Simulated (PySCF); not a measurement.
These are PBE-D3(BJ)/def2-TZVP // PBE0-D3(BJ)/def2-TZVP run with PySCF 2.14.0 values and carry that method's errors. Gas-phase values, no solvent. One relaxed conformer stands for a flexible species; it need not be the lowest. Excitations are Tamm–Dancoff values on a coarser integration grid. The basis has no diffuse functions, so Rydberg states are missing or too high.

Reference species (SMILES): `C=[SiH]C(C)C` (C–Si–C–C torsion 125°) (neutral, multiplicity 1).

- T1 excitation (TDA): 2.87 eV
- brightest of the four lowest singlets (TDA): 5.60 eV
- HOMO–LUMO gap: 3.73 eV
- LUMO: -1.52 eV

Changed species: `C(C)([SiH]=C)=O` (C–Si–C–O torsion 0°) (X = acetyl; the reference has X = isopropyl).

Task: What does the change do to the T1 excitation (TDA), brightest of the four lowest singlets (TDA), HOMO–LUMO gap and LUMO?

Result: the T1 excitation (TDA) falls by 0.76 eV, to 2.11 eV; the brightest of the four lowest singlets (TDA) falls by 1.61 eV, to 3.99 eV; the HOMO–LUMO gap decreases by 1.10 eV, to 2.63 eV; the LUMO falls by 1.54 eV, to -3.06 eV.
